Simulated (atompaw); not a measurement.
## Before and after: PAW (atompaw) potential for niobium

niobium, PAW, made with atompaw 4.2.0.5 (LDA (PW92), scalar-relativistic). Core [Ar] 3d10, reference 4s2 4p6 4d2 5s0 5p0 (charge +3). Waves: 4s (bound): rc 1.25 bohr; 5s (bound, empty): rc 2.65 bohr; 4p (bound): rc 1.65 bohr; 5p (bound, empty): rc 1.75 bohr; 4d (bound): rc 2.65 bohr; 4d channel at -0.8 Ry: rc 2.65 bohr. Local part: troulliermartins scheme with l = 3 at 0 Ry, radius 1.90 bohr. Core correction: smooth core density matched at 2.25 bohr. Augmentation charge: besselshape compensation charge, radius 2.55 bohr; PAW radius 2.65 bohr; waves and projectors: custom polynom vanderbiltortho.

Change: reference 4s2 4p6 4d4 5s1 5p0.

Cutoffs: the cutoffs (Ry, on a coarse ladder) from which the occupation-weighted sum of valence levels, in a spherical-Bessel basis at the reference potential, stays within 10 and 1 mRy of its value at 400 Ry; they do not see the model core or the augmentation charge, which bear on the density cutoff.

Q: What does the change do?

A: The potential gets neither clearly harder nor softer (40 Ry and 70 Ry → 40 Ry and 70 Ry); the s channel sets the loose cutoff, while the largest relative change is in d, which becomes softer; the range in which the s phases agree widens (upper end -0.3 → 1.2); neither file shows a bound ghost.

```tsv
quantity	base	changed
cutoff, loose	40 Ry	40 Ry
cutoff, tight	70 Ry	70 Ry
loose cutoff by channel (10 mRy a level)	s 35 Ry, p 21 Ry, d 12 Ry	s 35 Ry, p 21 Ry, d 10 Ry
bound ghosts	none	none
s: phases at 2.66 bohr within 0.05 rad from the reference energy up to (Ry; the scan ends near 5)	-0.3	1.2
p: phases at 2.66 bohr within 0.05 rad from the reference energy up to (Ry; the scan ends near 5)	to the end of the scan	to the end of the scan
d: phases at 2.66 bohr within 0.05 rad from the reference energy up to (Ry; the scan ends near 5)	to the end of the scan	to the end of the scan
lowest overlap eigenvalue by channel	s 0.49, p 0.74, d 0.89	s 0.55, p 0.82, d 0.93
```

 The cutoffs see the waves, projectors and local potential, not the compensation charge or the core.
